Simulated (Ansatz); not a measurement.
Calculated with Ansatz (gas phase, PBE0-D4/def2-TZVP geometries, no zero-point term in ΔE). CCSD(T)/CBS adds triple-zeta CCSD(T) − MP2 to the extrapolated MP2 energy (def2 sets, frozen cores). This one scheme is used for every species. Functionals use def2-TZVPP. B3LYP here is the variant with VWN-RPA as its local correlation; programs differ in this. One conformer a species, not always the lowest.

`FB(F)S` + `C[SiH](N)N` → `NB(F)F` + `C[SiH](N)S`  (redistribution)

| level | ΔE (kcal/mol) | difference from CCSD(T)/CBS |
| --- | --- | --- |
| PBE-D4 | -14.2 | -0.2 |
| PBE0-D4 | -15.0 | -1.0 |
| B3LYP-D4 | -14.4 | -0.4 |
| ωB97X-V | -13.9 | 0.1 |
| PBE | -14.0 | 0.0 |
| r2SCAN | -13.9 | 0.1 |
| PBE0 | -14.8 | -0.8 |
| HF/def2-TZVPP | -15.3 | -1.3 |
| MP2/def2-TZVPP | -13.8 | 0.2 |
| SCS-MP2/def2-TZVPP | -13.6 | 0.4 |
| CCSD/def2-TZVPP | -13.9 | 0.1 |
| CCSD(T)/def2-TZVPP | -13.6 | 0.4 |
| HF/def2-QZVPP | -15.1 | -1.1 |
| MP2/def2-QZVPP | -14.0 | 0.0 |
| SCS-MP2/def2-QZVPP | -13.8 | 0.2 |
| HF/CBS(def2) | -15.1 | -1.1 |
| CCSD(T)/CBS | -14.0 | 0 |

Largest T1 diagnostic among the species: 0.013.

From PBE to PBE0 (25 % exact exchange), in def2-TZVPP and without D4, ΔE moves by −0.8 kcal/mol. In def2-TZVPP, CCSD(T) changes the Hartree–Fock value by +1.7 kcal/mol (the triples alone add +0.3 kcal/mol) and MP2 by +1.5 kcal/mol.
